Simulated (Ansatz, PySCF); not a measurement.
System: H3Sn, doublet: umbrella (inversion) coordinate, bond length relaxed. Scanned: angle between the Sn-H bonds and the threefold axis (90 = planar). Other coordinates (Sn-H bond length) were minimised at B3LYP/def2-TZVP.

- UKS-PBE/def2-TZVP = Ansatz (a program for electronic structure) with unrestricted PBE/def2-TZVP, def2 effective core potentials past Kr
- B3LYP = unrestricted B3LYP/def2-TZVP, def2 effective core potentials past Kr (PySCF)
- CCSD(T) on UHF/def2-TZVP, 4 core orbitals frozen, def2 effective core potentials past Kr (PySCF)

Energies relative to the lowest point of each profile, in kJ/mol; the last columns give the difference from CCSD(T):

```
a / °  UKS-PBE/def2-TZVP  B3LYP  CCSD(T)  UKS-PBE/def2-TZVP − CCSD(T)  B3LYP − CCSD(T)
-----  -----------------  -----  -------  ---------------------------  ---------------
90                  28.5   32.9     26.7                          1.8              6.2
93                  26.8   30.9     24.9                          1.9              6.0
96                  22.0   25.3     20.0                          2.0              5.2
99                  15.5   17.7     13.6                          1.9              4.1
102                  8.8   10.1      7.3                          1.5              2.8
105                  3.3    3.9      2.4                          0.9              1.5
108                  0.1    0.3      0.0                          0.1              0.3
111                  0.0    0.0      0.7                         -0.7             -0.7
114                  3.3    3.4      5.0                         -1.7             -1.6
117                 10.5   10.9     13.3                         -2.8             -2.4
120                 21.7   22.8     25.8                         -4.1             -3.0
123                 37.2   39.4     42.7                         -5.5             -3.3
126                 57.3   60.8     64.3                         -7.0             -3.5
129                 82.3   87.5     90.9                         -8.6             -3.4
132                112.4  119.7    122.8                        -10.5             -3.1
```

UKS-PBE/def2-TZVP is furthest from CCSD(T) at 132 (-10.5 kJ/mol, below); its mean absolute difference over the points is 3.4 kJ/mol.

B3LYP is furthest from CCSD(T) at 90 (6.2 kJ/mol, above); its mean absolute difference over the points is 3.2 kJ/mol.
